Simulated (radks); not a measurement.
Correlation energies from several functionals, in hartree. Species: O+ [He] 2s2 2p3; Cr+ [Ar] 3d5; Mg [Ne] 3s2; P4+ [Ne] 3s1. All-electron calculation, non-relativistic Kohn-Sham, PBE, spin-polarised, spherical densities, point nucleus. Program: a radial shooting solver on a logarithmic mesh with Libxc functionals. Every spin shell is full or empty, so the densities are truly spherical. Functionals are evaluated on that one density, not self-consistently.

PW92: O+ -0.45912; Cr+ -1.9208; Mg -0.88764; P4+ -0.93642
VWN5: O+ -0.46177; Cr+ -1.9306; Mg -0.89176; P4+ -0.94122
PZ: O+ -0.45207; Cr+ -1.9105; Mg -0.88505; P4+ -0.93355
Chachiyo: O+ -0.44412; Cr+ -1.8838; Mg -0.87049; P4+ -0.92096
PBE: O+ -0.18793; Cr+ -0.97730; Mg -0.40910; P4+ -0.40708
PBEsol: O+ -0.22637; Cr+ -1.1263; Mg -0.48341; P4+ -0.48277
LYP: O+ -0.20730; Cr+ -1.0069; Mg -0.46060; P4+ -0.46530
PW91: O+ -0.20900; Cr+ -1.0667; Mg -0.44865; P4+ -0.45515
OP (B88): O+ -0.20869; Cr+ -0.96900; Mg -0.44382; P4+ -0.45209
revTPSS: O+ -0.20089; Cr+ -0.99751; Mg -0.42696; P4+ -0.41771
SCAN: O+ -0.18931; Cr+ -0.97943; Mg -0.41072; P4+ -0.40549
r2SCAN: O+ -0.19053; Cr+ -0.98609; Mg -0.41384; P4+ -0.40933
